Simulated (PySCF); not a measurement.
Work out the structure from these simulated measurements.

Elements present: B, C, H and P. Monoisotopic mass: 126.0770 u.

- Dipole: 6.06 D [CAM-B3LYP/def2-SVPD]
- UV, first state: lowest singlet excitation: 5.81 eV (213 nm, f = 0.001) [TDDFT CAM-B3LYP/def2-SVPD]
- 13C NMR: chemical shifts (computed TMS as zero) by class: 135.5 (2 C), 120.0 (2 C), 34.5 (1 C), 20.0 (1 C) ppm [GIAO KT2/pcSseg-1]
- 1H NMR: chemical shifts (computed TMS as zero) by class: 6.30 (2 H), 5.87 (2 H), 3.12 (1 H), 3.09 (1 H), 1.34 (3 H), 1.01 (3 H) ppm [GIAO KT2/pcSseg-1]
- UV, strongest line: among the 10 lowest singlet transitions: S9 at 7.39 eV (168 nm, f = 0.296) [TDDFT CAM-B3LYP/def2-SVPD]
- NMR, other nuclei: isotropic shieldings of nuclei other than C and H, by class: 144 (1 B), 369 (1 P) ppm [GIAO KT2/pcSseg-1]
- Triplet: lowest triplet excitation (Tamm–Dancoff): 4.15 eV [TDA CAM-B3LYP/def2-SVPD]
- Rotational structure: rotational constants A, B, C: 2.696, 1.352, 1.239 GHz [PBE0-D3(BJ)/def2-SVP]
- XPS: P2p3/2 137.0, B1s 192.7, C1s 290.5 (×2), C1s 290.7, C1s 290.9 (×2), C1s 291.4, P1s 2150.7 eV [ΔSCF SCAN, pcX-2 on the ionised atom, pcseg-1 elsewhere, spin-free X2C, 2p3/2 from a spin–orbit splitting computed afterwards within the 2p shell]
- Valence photoelectron: vertical ionisation energy: 9.22 eV [ΔSCF CAM-B3LYP/def2-SVPD]

Electronic properties: PySCF, gas phase, density fitting. Levels stand in brackets. Geometry: PBE0-D3(BJ)/def2-SVP; no solvent, vibrations or thermal averaging. NMR values are class means; diastereotopic atoms form classes of their own.

Question: Which formula fits the mass and the elements?

Answer: C6H12BP (calculated 126.0770). No other formula that holds each of these elements comes within 0.0003 u with a fitting electron parity and a possible valence count.

Question: What is the compound? Reason from the data.

Answer: Numbering: `[BH3-:1][P+:2]1([CH3:3])[CH:4]=[CH:5][CH2:6][CH:7]=[CH:8]1`. 6 carbons fall into 4 classes; from least to most shielded: alkene CH carbon [C5/C7] (135.5 ppm, 2 C), alkene CH carbon [C4/C8] (120.0 ppm, 2 C), allylic carbon [C6] (34.5 ppm), chain sp3 carbon bound to phosphorus [C3] (20.0 ppm). Hydrogen classes from least to most shielded: 2 H on 2 alkene CH carbons, C5/C7 (6.30 ppm), 2 H on 2 alkene CH carbons, C4/C8 (5.87 ppm), 1 H on an allylic carbon, C6 (3.12 ppm), 1 H on an allylic carbon, C6 (3.09 ppm), 3 H on an sp3 carbon bound to phosphorus, C3 (1.34 ppm), 3 H on a four-coordinate boron, B1 (1.01 ppm). The other shieldings belong to: 144 ppm, four-coordinate boron [B1]; 369 ppm, phosphorus bonded to B and 3 C [P2]. The core levels belong to: P2p3/2 137.0 eV, phosphorus bonded to B and 3 C [P2]; B1s 192.7 eV, four-coordinate boron [B1]; C1s 290.5 eV, alkene CH carbon [C4/C8]; C1s 290.7 eV, sp3 carbon bound to phosphorus [C3]; C1s 290.9 eV, alkene CH carbon [C5/C7]; C1s 291.4 eV, allylic carbon [C6]; P1s 2150.7 eV, phosphorus bonded to B and 3 C [P2]. The first electron is taken from the HOMO, whose largest Löwdin shares are 0.17 on the four-coordinate boron, 0.15 on the phosphorus bonded to B and 3 C and 0.10 on each of 2 atoms of one kind (alkene CH carbon). The optimised geometry has point group Cs and is an asymmetric top. Structure: `[BH3-][P+]1(C)C=CCC=C1`. Computed isomers that give other values at the same levels: `[BH3-][P+]1(C#CC)CCC1` (lowest singlet excitation: 5.59 eV (222 nm, f = 0.003)). The assignments are read from this structure; whether some other isomer fits the data as well wasn't checked.
